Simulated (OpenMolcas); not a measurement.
# d6 ions of charge +3 down a group on the Zn site of KZnF3

```
Program             : OpenMolcas
Method              : SS-CASPT2, IPEA 0.25 Eh, imaginary shift 0.1 Eh
Spin-orbit coupling : state interaction with AMFI integrals over the reference wave functions
```

The d shell is active; CASPT2 correlates the ligand valence shells and the outer metal core. Each dopant is a cluster with its nearest anions in model potentials and point charges, with no relaxation and no local charge compensation. Distances were set from a Shannon-type radius of the metal (high-spin where two are listed) plus a fixed donor radius (F 1.31 Å), in hosts weighted 0.65 to 0.35 with the host's distance in the model lattice. Ligand basis ANO-RCC-VDZP, DKH2 Hamiltonian. States (labels of O, the rotations of Oh). Energies in cm-1 above the lowest state or level, χT in cm3 K/mol; under a threefold ground state the first gap can be a small split of the lowest multiplet, not the spin-orbit step. Spin-only χT is S(S+1) / 2 for the spin of the ground state.

```tsv
Ion	Shell	R (Å)	Metal basis	Ground state	First state of that spin	First gap with spin-orbit (degeneracies)	χT at 300 K	First state of another spin	Spin-only χT
Co3+	3d6	1.957	ANO-RCC-VTZP	5T2	5E 12300	260 (3, 2)	4.149	1A1 5700	3.000
Rh3+	4d6	1.993	ANO-RCC-VTZP	1A1	1T1 20210	15130 (1, 2)	0.038	2S+1 = 3: 15730	0.000
Ir3+	5d6	2.003	ANO-RCC-VTZP	1A1	1T1 25290	18700 (1, 2)	0.029	2S+1 = 3: 20990	0.000
```

Below the highest spin of the shell: Rh3+, Ir3+. χT departs most from the spin-only value for Co3+, by +1.149 cm3 K/mol.

Roots that are degenerate in the reference are averaged as groups; the widest CASPT2 spread within a group is 1700 cm-1 (the 3-fold group of multiplicity 1 near 27100 cm-1 above the lowest state of its run, Co3+). Shifts and gaps below about the spread of the groups concerned are not significant. Over all roots computed the reference weight is 0.68 to 0.74 in Co3+, 0.70 to 0.72 in Rh3+, 0.71 to 0.73 in Ir3+; the roots of lowest weight are the least certain, and an intruder state may touch them. Ligand-to-metal charge-transfer states are missing. With no ligand orbital active B as a rule stays too high, so bands that hang on it stand too high and its fall with covalency is understated. With one d shell and no ligand orbital active, 10Dq can be off by a tenth or more. An orbital triplet at a regular site is open to Jahn-Teller coupling, which can distort the site and quench the lowest spin-orbit gaps and is left out (holds for Co3+). This shell can be high or low spin here, a state of another spin lies low, and with metal d orbitals alone active their balance is uncertain, so the ground spin may be wrong (holds for Co3+). A single d shell leaves out the double-shell effect, which counts most for late 3d ions, where the CASPT2 field can be off either way by tens of per cent (holds for Co3+). These CASPT2 states fit no ligand-field parameters well, so their order and spin gaps are uncertain (holds for Co3+). The least metal-like active orbital is 80 % on the metal (Löwdin) and no ligand orbital is active, so the numbers are rough (holds for Rh3+). The least metal-like active orbital is 79 % on the metal (Löwdin) and no ligand orbital is active, so the numbers are rough (holds for Ir3+). No measured value stands beside these numbers; the geometry was set by hand and not optimised.

A state without a sure symmetry label is named by its multiplicity alone.
